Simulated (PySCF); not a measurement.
## Electron correlation in Kr (krypton, neutral)

[Ar] 3d10 4s2 4p5 4d1, one real determinant (an excited configuration). Calculation: PySCF 2.14, in aug-cc-pVQZ-PP with one added diffuse shell each of s, p, d, f, g type with ECP10MDF (8s7p6d4f3g, 114 functions); a scalar-relativistic core potential. Frozen: 3s2 3p6 3d10; 8 electrons correlated.

MP2 pair energies summed by pair of shells (mhartree):

```
 pair  energy  share (%)
4p-4p  -93.33       56.2
4s-4p  -51.40       31.0
4p-4d  -10.32        6.2
4s-4s   -8.84        5.3
4s-4d   -2.03        1.2
```

Total MP2 correlation energy: -165.92 mhartree.

Same-spin part -38.43 and opposite-spin part -127.49 mhartree; SCS-MP2 scales them by 1/3 and 6/5 to -165.80 mhartree.

The reference is one real determinant that mixes LS terms of this configuration.
